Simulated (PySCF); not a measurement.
## Broadened absorption spectrum of 1,1-dibromoethane

Species: 1,1-dibromoethane, C₂H₄Br₂.
Z-matrix (Å and degrees, PBE0-D3(BJ)/def2-TZVP geometry), rows numbered from 1:
```
C 
C   1  1.5020
Br  2  1.9407  1  110.98
Br  2  1.9394  1  111.01  3  -123.81
H   1  1.0920  2  109.62  3   -58.18
H   1  1.0921  2  109.59  3  -177.84
H   1  1.0898  2  110.87  3    62.01
H   2  1.0853  1  113.16  3   117.99
```

Computed with TDDFT CAM-B3LYP/aug-cc-pVTZ, vertical, gas phase, core orbitals frozen in the response (PySCF). Isolated species at its PBE0-D3(BJ)/def2-TZVP geometry, gas phase. Relativistic effects, spin–orbit coupling among them, are left out although an element past zinc is present.

Each state is given a Gaussian of 0.3 eV full width at half maximum, with ε(max) = 2.175×10⁸ f / Δν̃ (Δν̃ the width in cm⁻¹). The width is an assumption, not a result. The curve ends short of the highest state used, and states not computed would add to its high-energy end.

λ (nm), ε (L mol⁻¹ cm⁻¹) and a bar:
```
    177.7       2424 ##############################
    179.8       1061 #############
    181.9        336 ####
    184.1         70 #
    186.2         12 
    188.3          5 
    190.4         16 
    192.6         52 #
    194.7        119 #
    196.8        201 ##
    199.0        260 ###
    201.1        261 ###
    203.2        218 ###
    205.3        169 ##
    207.5        150 ##
    209.6        207 ###
    211.7        385 #####
    213.8        711 #########
    216.0       1150 ##############
    218.1       1509 ###################
    220.2       1649 ####################
    222.3       1510 ###################
    224.5       1152 ##############
    226.6        756 #########
    228.7        428 #####
    230.8        210 ###
    233.0         87 #
    235.1         33 
    237.2         11 
    239.3          3
```

Q: Locate the maxima and give the states behind the curve.

A: 220 nm (5.63 eV), ε about 1600, made up of S1 (100%); 200 nm (6.20 eV), ε about 270, made up of S4 (94%) (ε in L mol⁻¹ cm⁻¹; maxima over ε = 5, shares over 10%). At its high-energy end, 6.98 eV, the curve is still rising (ε about 2500, from S6 and S8). The states used: S1 5.63 eV (f 0.018); S2 5.81 eV (f 0.0001); S3 5.99 eV (f 0.0007); S4 6.21 eV (f 0.0028); S5 7.07 eV (f 0.0022); S6 7.09 eV (f 0.032); S7 7.22 eV (f 0.0008); S8 7.30 eV (f 0.074); S9 7.54 eV (f 0.0048); S10 7.58 eV (f 0.0047).

Q: On this curve, what absorbance would a 10⁻⁴ mol/L sample give at 193 nm over a 1 cm path?

A: 193 nm is 6.424 eV, where ε is about 63 L mol⁻¹ cm⁻¹, so A = ε c l ≈ 0.0063 (Beer–Lambert, with the gas-phase spectrum and the assumed width).

Q: Coming from long wavelengths, where does ε first pass 100 L mol⁻¹ cm⁻¹?

A: At about 233 nm (5.33 eV), 0.30 eV below S1.

Q: Does any computed singlet lie in the visible range?

A: No computed singlet lies in the visible range (380 to 750 nm); the lowest, at 220 nm, stands 2.37 eV above its violet end (3.26 eV).

Hardware: one thread of an Intel Xeon Platinum 8259CL at 2.50 GHz, shared host with 64 logical CPUs at a one-minute load of 13. Cost: 68 s, 1.4 GiB resident at most.
